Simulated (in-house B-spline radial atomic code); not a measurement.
A run on neutral technetium (an excited or competing configuration) that did not converge. Method: scalar-relativistic (X2C) wB97X, spin-polarised, spherical fractional occupations, exact exchange averaged over the configuration, Fermi nucleus of rms radius 4.41117 fm; computed with an all-electron radial atomic-structure program (B-spline basis).

Command:
```bash
python run_scf.py task.json out
```
Settings (nuclear radius in fm, mass in u):
```
Z                43
configuration    [Kr] 4d4 5s2 5f1
hamiltonian      x2c
method           wb97x
spin_polarised   True
nucleus          fermi
rms_radius       4.41117
atomic_mass      96.90636
speed_of_light   137.035999084
exact_exchange   averaged over the configuration
```

First and last ten iterations of the last attempt (damped for 15 steps, keeping 80 % of the old Fock matrix, then DIIS):
```
 iter        energy (Eh)    residual
    1       -4277.983661    4.45e-01
    2       -4282.123794    2.35e-01
    3       -4283.532411    1.56e-01
    4       -4284.263776    1.09e-01
    5       -4284.638072    7.77e-02
    6       -4284.833545    5.62e-02
    7       -4284.921163    4.12e-02
    8       -4284.961630    3.23e-02
    9       -4284.982626    2.65e-02
   10       -4284.992864    2.17e-02
  111       -4285.007668    2.17e-03
  112       -4285.007283    7.62e-04
  113       -4285.006762    9.61e-04
  114       -4285.007384    1.68e-03
  115       -4285.007541    1.90e-03
  116       -4285.007510    6.35e-04
  117       -4285.007433    1.00e-03
  118       -4285.007722    8.73e-04
  119       -4285.007867    8.09e-04
  120       -4285.007332    1.00e-03
 not converged after 120 iterations
```

The smallest residual met was 3.7e-04; the threshold is about 4e-07. No energy from this run should be used. Run time, properties included: 52 s on 1 thread of Intel(R) Xeon(R) Platinum 8259CL CPU @ 2.50GHz, with other jobs on the host.
